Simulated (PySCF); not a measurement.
# Krypton: a sound run and one with changed settings

Sound run: Kr⁺ [Ar] 3d10 4s2 4p5, Kr²⁺ [Ar] 3d10 4s2 4p4. All numbers are calculated (PySCF 2.14, scalar relativity by spin-free X2C-1e, in jorge-DZP-DKH). In the sound run the correlated levels freeze [Ar] 3d10. The sound run starts from symmetry-adapted Hartree-Fock orbitals and uses a fine grid where one is needed.

Changed run: the non-relativistic Hamiltonian (point nucleus). This setting is unsound on purpose.

```tsv
species	method	sound run (hartree)	changed run (hartree)	converged
Kr⁺	UHF	-2787.52729	-2743.07947	yes
Kr⁺	M06-2X	-2789.49201	-2744.89388	yes
Kr⁺	M06-L	-2789.24401	-2744.71300	yes
Kr⁺	MP2	-2787.57020	-2743.12194	yes
Kr⁺	CCSD(T)	-2787.57673	-2743.12848	yes
Kr²⁺	UHF	-2786.66918	-2742.21998	yes
Kr²⁺	M06-2X	-2788.59907	-2743.99976	yes
Kr²⁺	M06-L	-2788.34932	-2743.81665	yes
Kr²⁺	MP2	-2786.70492	-2742.25535	yes
Kr²⁺	CCSD(T)	-2786.71104	-2742.26150	yes
```

Ionisation energy of Kr⁺:

| method | sound run (eV) | changed run (eV) |
| --- | --- | --- |
| UHF | 23.350 | 23.388 |
| M06-2X | 24.298 | 24.330 |
| M06-L | 24.346 | 24.391 |
| MP2 | 23.545 | 23.581 |
| SCS-MP2 | 23.538 | 23.575 |
| CCSD | 23.553 | 23.588 |
| CCSD(T) | 23.557 | 23.592 |

Most of the change in total energy is the relativistic energy itself. On top of that the contraction fixes the core shape for the Hamiltonian it was made with, so the changed run is not a good calculation with the other Hamiltonian either.

For comparison, NIST gives 24.360 eV between the lowest levels.
